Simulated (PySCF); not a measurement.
Ligand exchange on a metal centre used in film growth or etching (Zr NH2-H). Isolated molecules, 0 K electronic values unless said otherwise. One relaxed conformer stands for each flexible species; it need not be the lowest.

These are B3LYP-D3(BJ)/def2-TZVP // BP86-D3(BJ)/def2-SVP run with PySCF values and carry that method's errors. All candidates: neutral, multiplicity 1. B3LYP has the VWN-RPA correlation part, as in Gaussian. 

```
Quantity         Result
-------------  --------
LUMO           -2.76 eV
HOMO           -8.34 eV
HOMO–LUMO gap   5.58 eV
```

### Question
Which member has these values?
A. [Zr(NH2)4]
B. [Zr(NH2)(H)3]
C. [Zr(NH2)2(H)2]
D. [Zr(H)4]

### Answer
D, [Zr(H)4]. The others give [Zr(NH2)4]: -0.33 eV, -6.46 eV, 6.13 eV; [Zr(NH2)2(H)2]: -1.56 eV, -7.21 eV, 5.65 eV; [Zr(NH2)(H)3]: -2.21 eV, -7.70 eV, 5.49 eV
